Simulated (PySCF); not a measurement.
Constitutional and geometric isomers with formula C2H4OS. Isolated molecules, 0 K electronic values unless said otherwise. One relaxed conformer stands for each flexible species; it need not be the lowest. Strings in code marks are SMILES.

The S1–T1 gap (TDA) from two functionals at the same geometries (r2SCAN-D4/def2-TZVP), both in PySCF: PBE-D3(BJ)/def2-TZVP and r2SCAN-D4/def2-TZVP. Excitations are Tamm–Dancoff values on a coarser integration grid. The basis has no diffuse functions, so Rydberg states are missing or too high.

```json
[
 {"species": "`O/C=C/S` (H–O–C–C torsion -180°, C–C–S–H torsion 0°)", "PBE-D3(BJ)/def2-TZVP (eV)": "0.69", "r2SCAN-D4/def2-TZVP (eV)": "1.28"},
 {"species": "`O/C=C\\S` (H–O–C–C torsion 0°, C–C–S–H torsion -99°)", "PBE-D3(BJ)/def2-TZVP (eV)": "1.13", "r2SCAN-D4/def2-TZVP (eV)": "1.60"},
 {"species": "`COC=S` (C–O–C–S torsion 0°)", "PBE-D3(BJ)/def2-TZVP (eV)": "0.44", "r2SCAN-D4/def2-TZVP (eV)": "0.50"},
 {"species": "`CC(=O)S` (O–C–S–H torsion 0°)", "PBE-D3(BJ)/def2-TZVP (eV)": "0.55", "r2SCAN-D4/def2-TZVP (eV)": "0.64"}
]
```

Over these rows, drawn at random from the members with no instability flagged (it was tested for open shells, ions and some series alone), PBE minus r2SCAN-D4: mean -0.30 eV, from -0.59 eV to -0.06 eV.
